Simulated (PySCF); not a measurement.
CH₈FNOSi₂.

```xyz
14

C      2.6411     1.5299    -0.2943
Si     1.6671    -0.0131     0.1771
N      0.0570     0.4227     0.7606
Si    -1.4490    -0.2245     0.2459
O     -1.2479    -1.8677     0.0433
F     -1.9384     0.3561    -1.2124
H      2.1199     2.0958    -1.0924
H      2.7718     2.2029     0.5781
H      3.6523     1.2575    -0.6609
H      1.4563    -0.9050    -1.0117
H      2.4372    -0.7736     1.2277
H      0.0029     1.1490     1.4813
H     -2.5145     0.1617     1.2193
H     -1.7958    -2.2626    -0.6569
```

Geometry: PBE-D3(BJ)/def2-SVP. The structure was generated by enumeration; whether it is a known compound was not checked. Other conformers were not sampled.

All values below come from PBE/pcSseg-1 in PySCF. Non-relativistic, no solvent.

Computed absolute GIAO shielding of each atom: isotropic value and principal components (ppm):
```tsv
atom	σ(iso)	σ11	σ22	σ33	span
C1	179.1	167.7	182.0	187.7	20.1
Si2	366.8	315.0	376.3	409.3	94.3
N3	212.0	179.3	200.4	256.4	77.2
Si4	370.7	337.4	373.4	401.3	63.9
O5	265.3	231.6	272.8	291.4	59.8
F6	284.8	228.0	267.4	358.8	130.8
H7	30.5	26.5	28.8	36.4	9.9
H8	30.6	26.8	28.7	36.2	9.4
H9	30.8	26.9	27.5	38.1	11.2
H10	26.0	22.0	26.7	29.3	7.3
H11	26.1	22.0	24.9	31.3	9.3
H12	30.4	23.7	28.4	39.1	15.4
H13	26.0	22.5	23.3	32.4	9.9
H14	29.4	22.0	24.5	41.7	19.7
```
